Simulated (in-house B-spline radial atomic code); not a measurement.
Two electrons outside the [Xe] 4f14 core: Os6+

Computed with an all-electron radial atomic-structure program (B-spline basis): configuration interaction (CI) of the two valence electrons in the field of the frozen Dirac-Fock core, alone and with many-body perturbation theory for the core (screened one- and two-electron correlation potentials), Breit and QED terms; no-pair Dirac Hamiltonian, finite nucleus. Labels give the configuration (outer n counted up each series) and the leading LS term, or the jj pair where no LS term holds 70 %.

The lowest nd levels tend to come out too strongly bound in this method, by some 0.05 to 0.2 eV for each d electron where measurements exist, which shifts their lines and rates.

Command:
```bash
python run_mb.py task.json out
```
Settings (nuclear radius in fm, box in bohr, cutoff in hartree):
```
basis_form          3
Z                   76
core_configuration  [Xe] 4f14
rms_radius          5.4126
mass_number         192
speed_of_light      137.036
box_radius          11.25
lmax                6
intervals           62
virtual_cutoff      11552.0
```

Run time, properties included: 3.3 min on 1 thread of Arm Neoverse N1 (shared host).

Excitation energies (cm⁻¹):

| level | purity of the LS term | CI alone | CI + MBPT + Breit + QED | Landé g of the LS mixture |
| --- | --- | --- | --- | --- |
| 5d2 3F2 | 0.88 | 0 | 0 | 0.71 |
| 5d2 3F3 | 0.999 | 9460 | 10222 | 1.08 |
| 5d2 3P0 | 0.916 | 16536 | 16587 | - |
| 5d2 3F4 | 0.841 | 17006 | 18068 | 1.21 |
| 5d2 (3/2,5/2)2 | 0.481 (1D) | 19144 | 19997 | 1.18 |
| 5d2 3P1 | 0.999 | 22264 | 22698 | 1.50 |
| 5d2 1G4 | 0.84 | 31079 | 31621 | 1.04 |
| 5d2 (5/2,5/2)2 | 0.569 (3P) | 32028 | 33726 | 1.28 |
| 5d2 1S0 | 0.915 | 55508 | 59632 | - |
| 5d6s 3D1 | 1.0 | 124344 | 131062 | 0.50 |
| 5d6s 3D2 | 0.822 | 126342 | 133221 | 1.14 |
| 5d6s 3D3 | 1.0 | 136388 | 143935 | 1.33 |
| 5d6s 1D2 | 0.822 | ? | ? | ? |
| 5d6p (3/2,1/2)°2 | 0.683 (3F) | 200771 | 210504 | 0.79 |
| 5d6p (3/2,1/2)°1 | 0.697 (3D) | 205363 | 214596 | 0.70 |
| 5d6p (5/2,1/2)°2 | 0.507 (3D) | 215721 | 225483 | 1.22 |
| 5d6p (5/2,1/2)°3 | 0.592 (3F) | 216164 | 226593 | 1.14 |
| 5d6p (3/2,3/2)°2 | 0.383 (3D) | 223657 | 234359 | 1.00 |
| 5d6p (3/2,3/2)°3 | 0.406 (3F) | 227732 | 238693 | 1.14 |
| 5d6p (3/2,3/2)°1 | 0.621 (3P) | 228878 | 239803 | 1.19 |
| 5d6p 3P°0 | 1.0 | 231003 | 241987 | - |
| 5d6p 3F°4 | 1.0 | 237412 | 249452 | 1.25 |
| 5d6p (5/2,3/2)°2 | 0.646 (3P) | 239090 | 250500 | 1.33 |
| 5d6p (5/2,3/2)°3 | 0.583 (1F) | 239803 | 251353 | 1.14 |
| 5d6p (5/2,3/2)°1 | 0.672 (1P) | 245378 | 257561 | 1.11 |
| 6s2 1S0 | 1.0 | ? | ? | ? |

(1) Where does 6s2 1S0 lie?

(2) Where does 5d6s 1D2 lie?

(3) What is the first ionisation energy?

Some electric-dipole lines (reduced elements in atomic units, length form; vacuum wavelengths from the computed energies):

```csv
upper,lower,D bare (size),D with core polarisation (size),λ (nm),A (s⁻¹)
"5d6p (3/2,1/2)°2",5d2 3F2,1.26,1.13,47.505,4.9e+09
"5d6p (3/2,1/2)°2",5d2 3F3,0.0192,0.0194,49.93,1.2e+06
"5d6p (3/2,1/2)°1",5d2 3F2,1.28,1.16,46.599,9e+09
"5d6p (3/2,1/2)°1",5d2 3P0,0.629,0.573,50.503,1.7e+09
"5d6p (5/2,1/2)°2",5d2 3F2,0.313,0.283,44.349,3.7e+08
"5d6p (5/2,1/2)°2",5d2 3F3,1.16,1.05,46.455,4.5e+09
"5d6p (5/2,1/2)°3",5d2 3F2,0.28,0.247,44.132,2.1e+08
"5d6p (5/2,1/2)°3",5d2 3F3,1.27,1.14,46.217,3.8e+09
"5d6p (3/2,3/2)°2",5d2 3F2,0.129,0.12,42.67,7.5e+07
"5d6p (3/2,3/2)°2",5d2 3F3,1.21,1.12,44.616,5.7e+09
```

Weak lines are less accurate than strong ones.

Answers

(1) 262594 cm⁻¹ in CI alone and 274552 cm⁻¹ with all corrections.

(2) 142222 cm⁻¹ in CI alone and 149994 cm⁻¹ with all corrections; g = 1.03.

(3) 86.789 eV to the 5d3/2 state of the next ion (84.633 eV from CI alone). NIST lists 85.1 ± 2 eV (tabulated theory).
